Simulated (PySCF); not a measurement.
Calculation: PBE-D3(BJ)/def2-TZVP // r2SCAN-D4/def2-TZVP (PySCF). Isolated molecules, 0 K electronic values unless said otherwise. One relaxed conformer stands for a flexible species; it need not be the lowest. Excitations are Tamm–Dancoff values on a coarser integration grid. The basis has no diffuse functions, so Rydberg states are missing or too high.

Reference species (SMILES): `[H]/N=C(/C)S` (N–C–S–H torsion 180°) (neutral, multiplicity 1).

```json
{
  "brightest of the four lowest singlets (TDA)": "5.86 eV",
  "S1–T1 gap (TDA)": "0.88 eV",
  "S1 excitation (TDA)": "5.33 eV",
  "S1 oscillator strength": "0.000"
}
```

Changed species: `S=C(C)N`.

Q: What does the change do to the brightest of the four lowest singlets (TDA), S1–T1 gap (TDA), S1 excitation (TDA) and S1 oscillator strength?

A: the brightest of the four lowest singlets (TDA) falls by 0.28 eV, to 5.58 eV; the S1–T1 gap (TDA) falls by 0.51 eV, to 0.37 eV; the S1 excitation (TDA) decreases by 2.09 eV, to 3.24 eV; the S1 oscillator strength stays essentially unchanged.
